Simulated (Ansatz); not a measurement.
sulfuric acid (H2O4S), SMILES OS(O)(=O)=O.

The structure is a stationary point at B3LYP-D3(BJ)/def2-SVP. Other conformers were not sampled.

Two levels are set side by side: PBE/def2-SVPD (Ansatz, an electronic-structure program) and PBE0/def2-SVPD (Ansatz). Energy differences of separate SCF runs at the same geometry; the states with an electron removed or added have multiplicity 2 and 2. Differences are taken from unrounded values.

```json
[
 {"quantity": "vertical ionisation energy (eV)", "PBE": "11.67"},
 {"quantity": "vertical singlet–triplet gap (eV)", "PBE": "6.68"}
]
```

Task: These are the PBE values. What does PBE0 give? (Estimate from the structure and the level; the computed values follow.)

Result: 
```csv
quantity,PBE0,PBE minus PBE0
vertical ionisation energy (eV),12.27,-0.59
vertical singlet–triplet gap (eV),7.58,-0.90
```
